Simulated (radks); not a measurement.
Species: W LI. Configuration: [Ar] 3d6 (the NIST ground configuration). All-electron calculation, scalar-relativistic Kohn-Sham, LB94 model potential, spin-polarised, spherical densities, finite nucleus; open shells are filled with parallel spins first (spin-orbit coupling, left out, can overturn this in heavy ions); Fermi nuclear charge, rms radius 5.3658 fm. Program: a radial shooting solver on a logarithmic mesh with Libxc functionals.

Normalised radial functions P(r) = r R(r), r in bohr:

```
   r/bohr * 2p down, o 3s up, + 3p up (the largest magnitude, 3.7, reaches the edge; | marks zero, & curves that meet)
 0.001298                             &  o
 0.001611                             &  o
 0.002015                             &   o
 0.002501                             +*  o
 0.003104                             +*   o
 0.003852                             |&    o
 0.004781                             |+*   o
 0.005934                             |+ *   o
 0.007364                             | + *  o
  0.00914                             |  + * o
  0.01134                             |   + o*
  0.01419                             |    &   *
  0.01761                             |  o  +     *
  0.02186                             o       +       *
  0.02713                          o  |        +         *
  0.03367                      o      |          +           *
  0.04179                   o         |          +              *
  0.05186                  o          |         +                *
  0.06437                   o         |      +                  *
  0.07989                        o    |+                     *
  0.09995                       +     |  o              *
    0.124                +            |           &
    0.154            +                |     *           o
   0.1911           +                 |  *               o
   0.2371              +              |*             o
   0.2943                   +         *         o
   0.3653                        +    *   o
   0.4533                           + *o
   0.5626                             &
```

2p down: eigenvalue -13545.3 eV, 0 radial nodes, <r> = 0.0689 bohr, 90 % of the charge inside 0.112 bohr. 3s up: eigenvalue -5504.7 eV, 2 radial nodes at r = 0.0221, 0.0920 bohr, <r> = 0.194 bohr, 90 % of the charge inside 0.282 bohr. 3p up: eigenvalue -5060.6 eV, 1 radial node at r = 0.0836 bohr, <r> = 0.192 bohr, 90 % of the charge inside 0.285 bohr.
